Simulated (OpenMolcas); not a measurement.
## Pd2+: moving the ligands

Pd2+ with its 8 nearest fluoride ions at 2.323 Å, on the Ca site of CaF2 (a = 5.46294 Å, distance in the model lattice 2.366 Å). The rest of the host is ab initio model potentials to 7.6 Å and point charges beyond; the distance is set by hand and nothing relaxes. Ligand basis ANO-RCC-VDZP.

```yaml
Program: OpenMolcas
Method: CASSCF
Basis: ANO-RCC-VTZP [7s6p4d2f1g]
Scalar_Hamiltonian: DKH2, point nucleus
Active_space: 8 electrons in 5 orbitals (4d)
State_averaging: 2S+1 = 3 even, 10 roots; 2S+1 = 1 even, 15 roots
Spin-orbit_coupling: state interaction with AMFI integrals over the reference wave functions
```

Runs around this geometry, states (labels of O, the rotations of Oh). Energies in cm-1 above the lowest state or level, χT in cm3 K/mol; under a threefold ground state the first gap can be a small split of the lowest multiplet, not the spin-orbit step; 10Dq and B are least-squares fits to the states below 45000 cm-1, weighted by degeneracy, with a free offset, and given where the rms deviation is under 5 % of |10Dq| (or 100 cm-1) and under 700 cm-1; 10Dq is negative for this site.

| R (Å) | Ground state | First state of that spin | 10Dq | B (rms of fit) | First gap with spin-orbit (degeneracies) | χT at 300 K | First state of another spin |
| --- | --- | --- | --- | --- | --- | --- | --- |
| 2.3 | 3T1 | 3T2 5709 | -6638 | 908 (37) | 807.9 (1, 3) | 1.626 | 1T2 13124 |
| 2.323 | 3T1 | 3T2 5376 | -6272 | 910 (36) | 793.3 (1, 3) | 1.667 | 1T2 13110 |
| 2.366 | 3T1 | 3T2 4818 | -5658 | 911 (34) | 765.2 (1, 3) | 1.746 | 1T2 13077 |

Taking |10Dq| as R^-n, n = -ln(5658 / 6638) / ln(2.366 / 2.3) = 5.6 between the shortest and longest distance. The point-charge formula for a cubic d site gives n = 5.

An orbital triplet at a regular site is open to Jahn-Teller coupling, which can distort the site and quench the lowest spin-orbit gaps and is left out. Without dynamic correlation the repulsion within the d shell is too large (B by tens of per cent), so at a given field states of lower spin stand too high. Real 4d8 and 5d8 ions are as a rule square planar and diamagnetic. With metal d orbitals alone the field can be off either way by tens of per cent. Ligand-to-metal charge-transfer states are missing. With no ligand orbital active B as a rule stays too high, so bands that hang on it stand too high and its fall with covalency is understated. No measured value stands beside these numbers; the geometry was set by hand and not optimised.
